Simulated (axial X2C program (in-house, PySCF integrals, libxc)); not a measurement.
**HNiH⁺: the levels of the configuration d7 s0 p(π)0**

Calculated with an axial X2C code built on PySCF integrals: two-component X2C with atomic mean-field Coulomb and Gaunt terms, basis H dyall-v3z, Ni dyall-v3z (cores contracted in-house). Orbitals come from Hartree–Fock averaged over the configuration Ni d7 s0 p(π)0; CI then distributes these electrons over the d, s, p(π) shells of Ni.

H–Ni–H held linear, both bonds 1.569 Å (near the minimum of the configuration average).

Lowest levels of this model:

| Ω | energy (cm⁻¹) | g∥ | configuration |
| --- | --- | --- | --- |
| 9/2 | 0 | 12.00 | 100% d7 |
| 7/2 | 647 | 8.01 | 100% d7 |
| 5/2 | 1293 | 4.01 | 100% d7 |
| 3/2 | 1937 | 0.01 | 100% d7 |
| 1/2 | 2703 | 1.96 | 100% d7 |
| 3/2 | 2872 | 5.88 | 100% d7 |
| 5/2 | 5294 | 7.97 | 100% d7 |
| 3/2 | 5669 | 4.09 | 100% d7 |
| 1/2 | 5871 | 0.83 | 100% d7 |
| 1/2 | 6251 | 3.20 | 100% d7 |
| 7/2 | 10172 | 9.99 | 100% d7 |
| 5/2 | 10715 | 6.02 | 100% d7 |
| 3/2 | 11197 | 2.02 | 100% d7 |
| 1/2 | 11627 | 1.98 | 100% d7 |
| 5/2 | 16684 | 5.98 | 100% d7 |
| 7/2 | 18284 | 8.01 | 100% d7 |

g∥ is the magnitude of 2⟨Lz + ge Sz⟩ for the +Ω component.

Q: From Ω and g∥ of the lowest level, whose 2⟨Lz + ge Sz⟩ is positive, find ⟨Sz⟩ and ⟨Lz⟩ (ge = 2.0023).

A: Ω = ⟨Lz⟩ + ⟨Sz⟩ = 9/2 and ⟨Lz⟩ + ge⟨Sz⟩ = 6.000, so ⟨Sz⟩ = 1.50 and ⟨Lz⟩ = 3.00.

Occupations of the active spinors in the lowest level by ω, shell by shell in order of energy: -5/2: 0.00; -3/2: 0.99 0.01 0.00; -1/2: 1.00 0.00 0.00 0.00; 1/2: 1.00 1.00 0.00 0.00; 3/2: 1.00 1.00 0.00; 5/2: 1.00. The leading determinant has weight 0.98 among 463.

This point took 2.2 s on 1 thread of Arm Neoverse V1 (shared host).

Dynamic correlation is missing, so gaps between terms are too wide and other configurations may lie lower; the lowest level listed is that of this model, not necessarily the ground state. For d shells the ligand-field splittings (σ, π, δ) and their order can be off by a thousand cm⁻¹ or more. At most 4 roots were kept for each Ω > 0 (twice that for Ω = 0) within 3.2 eV of the lowest, so higher up levels can be missing between those listed; levels with Ω > 0 are doubly degenerate and listed once, Ω = 0 levels singly. Some active spinors are only partly of the character that their shell is named for, so the shell names and counts are nominal. States that fill the shells left empty in the average are placed too high. The molecule was held linear; bending was not examined.
